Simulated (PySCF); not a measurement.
Dipole moment and polarisability of `C=C[C@H]1OCC1=O`

C5H6O2.
Atom-mapped SMILES: `[CH2:1]=[CH:2][C@H:3]1[O:4][CH2:5][C:6]1=[O:7]` (hydrogens: H8, H9 on C1; H10 on C2; H11 on C3; H12, H13 on C5)

Structure used (GFN2-xTB), in Å, numbered top down from 1:
```xyz
13
C5H6O2 angstrom
C      1.9133   -0.8687    0.2129
C      1.1744    0.0188    0.8504
C      0.0498    0.7759    0.2182
O     -0.2301    0.4674   -1.1569
C     -1.5475   -0.0058   -0.8710
C     -1.3431    0.2881    0.5950
O     -1.9733    0.1731    1.5997
H      1.7519   -1.0754   -0.8314
H      2.7088   -1.4005    0.7046
H      1.3131    0.2460    1.8982
H      0.1839    1.8553    0.3678
H     -1.6817   -1.0618   -1.1218
H     -2.3239    0.5881   -1.3619
```

Level: PBE0/def2-SVPD (PySCF), static field, nuclei fixed, core orbitals frozen in the response. The polarisability tensor in these axes (au):

```
x   73.57 -6.69 -0.83
y   -6.69 55.27  4.02
z   -0.83  4.02 62.69
```

Give the principal values, the mean and the anisotropy Δα = √{½[(α1 − α2)² + (α2 − α3)² + (α1 − α3)²]}.

Principal values 51.89, 63.56 and 76.08 au; mean 63.84 au = 9.46 Å³ = 10.53 × 10⁻⁴⁰ C²·m²/J; Δα = 20.95 au (33 % of the mean).

What is the dipole moment, and where does it point?

(0.63, 0.04, -0.88) D, 1.08 D in size, pointing from the negative to the positive side. Measured along this direction, the outermost atoms are O7 at the negative end and H8 at the positive end.

Give the eigenvalues of the traceless quadrupole moment Θ = ½Σq(3rr − r²1), origin at the centre of nuclear charge.

-13.79, 4.92, 8.88 D·Å. The values depend on the origin, since the dipole doesn't vanish. The electronic extent ⟨r²⟩ about the same centre is 703 bohr², a root-mean-square distance of 1.95 Å for the 52 electrons.

Form Σ f/ω² (atomic units) for the 6 lowest TDDFT singlets, given as eV and f, and set it beside the mean polarisability, which is this sum over all singlets: 4.25, 0.0033; 5.59, 0.0043; 5.99, 0.0116; 6.49, 0.1362; 6.81, 0.0118; 6.94, 0.0242.

They add up to 3.43 au, 5.4 % of the 63.84 au; the largest single term is 2.39 au, from the state at 6.49 eV. Terms in order: 0.13, 0.10, 0.24, 2.39, 0.19, 0.37 au. Higher excitations give the rest. The strengths listed sum to 0.192.

Directions of the eigenvectors, and the extent of the frame along each?

Largest value along (0.93, -0.33, -0.16), where the nuclei span 5.02 Å; middle along (0.25, 0.25, 0.94), 3.90 Å; least along (0.27, 0.91, -0.32), 2.68 Å. The response follows the extents in order.

Geometry: GFN2-xTB, one conformer, isolated molecule.
